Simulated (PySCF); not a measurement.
# Worked example: entropy of an ideal gas

AlBr2, SMILES [Br][Al+][Br], charge +1.

Geometry optimised at PBE-D3(BJ)/def2-TZVP. The spin state was assumed, not searched. The isomer is the one that the SMILES or the coordinates give; other isomers of the formula were not compared.

PBE-D3(BJ)/def2-TZVP (PySCF) gives the harmonic wavenumbers 109, 109, 247, 650 cm⁻¹ and the rotational temperature 0.0324 K. The molar mass is 186.79 g/mol, the symmetry number 2, the spin multiplicity 1.

Task: Work out the entropy at 298.15 K and 1 atm in the rigid-rotor, harmonic-oscillator model.

Result: 
Translation (Sackur–Tetrode at 1 atm): S = R[1.5 ln M + 2.5 ln T − 1.16487] = 174.0 J/(mol K).
Rotation: q = T/(σ θ) = 4600, S = R[ln q + 1] = 78.4 J/(mol K).
Vibration: with u = 1.4388 ν/T, each mode gives R[u/(e^u − 1) − ln(1 − e^−u)]:
| ν (cm⁻¹) | modes | u | S (J/(mol K)) |
|---|---|---|---|
| 109 | 2 | 0.53 | 27.50 |
| 247 | 1 | 1.19 | 7.33 |
| 650 | 1 | 3.14 | 1.55 |
These are all the modes. Sum 36.4 J/(mol K).
Spin: R ln 1 = 0.0 J/(mol K).
Total 288.8 J/(mol K); the program's own thermochemistry gives 288.8. Translation makes up 60 % and vibration 13 %. Anharmonicity, hindered rotation and orbital degeneracy are left out.
